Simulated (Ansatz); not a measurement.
Ansatz (a first-principles code) input (B3LYP-D3(BJ)/def2-TZVP):

Ansatz 0.2 input:
```yaml
crystal:
  periodic: [false, false, false]
  atoms:
    - {symbol: B, position_ang: [0.04349901, 0.42022283, 0.15823390]}
    - {symbol: F, position_ang: [0.16116309, 1.68562481, 0.61131062]}
    - {symbol: N, position_ang: [1.22195067, -0.29575529, -0.08616266]}
    - {symbol: N, position_ang: [-1.24830174, -0.08511783, -0.03397554]}
    - {symbol: H, position_ang: [1.24994408, -1.23752872, -0.42507469]}
    - {symbol: H, position_ang: [2.12520883, 0.11199372, 0.06652798]}
    - {symbol: H, position_ang: [-2.06271605, 0.46755811, 0.15683889]}
    - {symbol: H, position_ang: [-1.44893652, -1.00862574, -0.36582920]}
basis:
  gaussian:
    orbitals: def2-TZVP
hamiltonian:
  xc: b3lyp
  dispersion: d3bj
relax: {f_tol: 0.002, max_steps: 150}
```

End of the output:

```
the calculation of the forces begins
reference -6445.54104748 eV, -236.8692645503 hartree; 16, 16 occupied and 132, 132 virtual orbitals, 811 factors
relax step   3: F+E_penalty+E_count = -6445.72163987 eV  Δ(F+E_penalty+E_count) = -6.970e-4 eV  max|allowed force component| = 1.418e-2 eV/Å  Δτ_max = 0.0038 Å  (31 SCF iters, accepted)
these checks for a lower state are left out or cut short: starts, cluster_reference, orbital_swaps, neighbouring_geometries, increment
integrals: 0.05 GiB planned
811 factors; their error is unknown
mean field: 0.53 GiB planned
mean field evaluation 32: about -6445.5338 eV, gradient 2.9e-1 eV
mean field -6445.54083571 eV, -236.8692567678 hartree, gradient 1.4e-5 eV, S^2 0.000000; 0 other end points of the search recorded, 0 dependent functions left out
the calculation of the forces begins
reference -6445.54106017 eV, -236.8692650166 hartree; 16, 16 occupied and 132, 132 virtual orbitals, 811 factors
relax step   4: F+E_penalty+E_count = -6445.72166194 eV  Δ(F+E_penalty+E_count) = -2.206e-5 eV  max|allowed force component| = 5.247e-3 eV/Å  Δτ_max = 0.0017 Å  (31 SCF iters, accepted)
these checks for a lower state are left out or cut short: starts, cluster_reference, orbital_swaps, neighbouring_geometries, increment
integrals: 0.05 GiB planned
811 factors; their error is unknown
mean field: 0.52 GiB planned
mean field -6445.54084244 eV, -236.8692570153 hartree, gradient 8.1e-5 eV, S^2 0.000000; 0 other end points of the search recorded, 0 dependent functions left out
the calculation of the forces begins
reference -6445.54106691 eV, -236.8692652641 hartree; 16, 16 occupied and 132, 132 virtual orbitals, 811 factors
relax step   5: F+E_penalty+E_count = -6445.72166256 eV  Δ(F+E_penalty+E_count) = -6.229e-7 eV  max|allowed force component| = 2.340e-3 eV/Å  Δτ_max = 0.0005 Å  (18 SCF iters, accepted)
these checks for a lower state are left out or cut short: starts, cluster_reference, orbital_swaps, neighbouring_geometries, increment
integrals: 0.05 GiB planned
811 factors; their error is unknown
mean field: 0.53 GiB planned
mean field -6445.54084215 eV, -236.8692570046 hartree, gradient 1.8e-5 eV, S^2 0.000000; 0 other end points of the search recorded, 0 dependent functions left out
the calculation of the forces begins
reference -6445.54106661 eV, -236.8692652534 hartree; 16, 16 occupied and 132, 132 virtual orbitals, 811 factors
relax step   6: F+E_penalty+E_count = -6445.72166262 eV  Δ(F+E_penalty+E_count) = -5.846e-8 eV  max|allowed force component| = 3.812e-5 eV/Å  Δτ_max = 0.0000 Å  (17 SCF iters, accepted)
integrals: 0.05 GiB planned
811 factors; their error is unknown
mean field: 0.53 GiB planned
mean field evaluation 64: about -6445.5408 eV, gradient 4.8e-5 eV
mean field -6445.54084215 eV, -236.8692570046 hartree, gradient 2.1e-5 eV, S^2 0.000000; 1 other end points of the search recorded, 0 dependent functions left out
the calculation of the forces begins
reference -6445.54106661 eV, -236.8692652534 hartree; 16, 16 occupied and 132, 132 virtual orbitals, 811 factors
Total energy: -6445.72188708 eV, -236.8759102830 hartree
Atom 0 at     0.043556     0.420732     0.158439 Å, force    -0.000002    -0.000014    -0.000017 eV/Å
Atom 1 at     0.161405     1.691880     0.614112 Å, force    -0.000001    -0.000017    -0.000006 eV/Å
Atom 2 at     1.232807    -0.298562    -0.088329 Å, force     0.000035     0.000038     0.000010 eV/Å
Atom 3 at    -1.259432    -0.086775    -0.034574 Å, force    -0.000027     0.000038     0.000034 eV/Å
Atom 4 at     1.262182    -1.242890    -0.425826 Å, force    -0.000017    -0.000013    -0.000004 eV/Å
Atom 5 at     2.135042     0.113959     0.067156 Å, force    -0.000008    -0.000010     0.000002 eV/Å
Atom 6 at    -2.071671     0.471426     0.157927 Å, force     0.000006    -0.000008    -0.000008 eV/Å
Atom 7 at    -1.462078    -1.011399    -0.367034 Å, force     0.000015    -0.000014    -0.000012 eV/Å
Dipole moment:    -0.042764    -0.461265    -0.165345 e Å
```
